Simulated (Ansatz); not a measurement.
`C[SiH](S)C=O` + `C#N` → `C[SiH](S)C#N` + `C=O`  (formal exchange of groups at the Si–C bond)

Program: Ansatz. Geometries: PBE0-D4/def2-TZVP. ΔE: electronic, gas phase. CCSD(T)/CBS is the MP2 limit (def2-TZVPP, def2-QZVPP) plus CCSD(T) − MP2 in def2-TZVPP, frozen cores. This one scheme is used for every species. Functionals use def2-TZVPP. Each species was taken in one conformer, which may not be the lowest.

`C[SiH](S)C=O`:

Z-matrix (Å, degrees):
```
C
Si 1 1.856
H 1 1.093 2 110.1
H 1 1.091 2 110.9 3 -120.6
H 1 1.092 2 110.2 3 118.7
S 2 2.141 1 114.5 3 177.9
C 2 1.924 1 109.1 3 -62.3
H 2 1.487 1 113.5 3 59.3
H 6 1.345 2 94.4 1 57.8
O 7 1.206 2 121.8 1 -7.2
H 7 1.117 2 118.6 1 175.3
```

`C#N`:

```xyz
3

C    -0.018    0.001   -0.018
N     0.779   -0.053    0.803
H    -0.761    0.052   -0.785
```

`C[SiH](S)C#N`:

Cartesian coordinates in Å:
```
C -1.008 0.829 -0.753
Si -0.052 -0.299 0.364
S 0.424 -2.070 -0.711
C 1.516 0.555 0.873
N 2.487 1.086 1.193
H -1.953 0.364 -1.041
H -1.224 1.770 -0.242
H -0.437 1.051 -1.656
H -0.750 -0.605 1.633
H 0.997 -2.682 0.339
```

`C=O`:

Z-matrix (Å, degrees):
```
C
O 1 1.195
H 1 1.109 2 122.0
H 1 1.109 2 122.0 3 -180.0
```

CCSD(T)/CBS gives -55.1 kJ/mol.

(1) Another level gave -53.2 kJ/mol. Which?
A. PBE0-D4/def2-TZVPP
B. B2PLYP/def2-TZVPP
C. SCS-MP2/def2-TZVPP
D. PBE-D4/def2-TZVPP

Largest T1 diagnostic among the species: 0.015.

## Answers

(1) A. PBE0-D4 -53.2, SCS-MP2/def2-TZVPP -62.0, PBE-D4 -48.0, B2PLYP -57.6 kJ/mol.

In def2-TZVPP, CCSD(T) changes the Hartree–Fock value by +9.2 kJ/mol (the triples alone add +1.3 kJ/mol) and MP2 by +4.9 kJ/mol. From PBE to PBE0 (25 % exact exchange), in def2-TZVPP and without D4, ΔE moves by −5.0 kJ/mol.
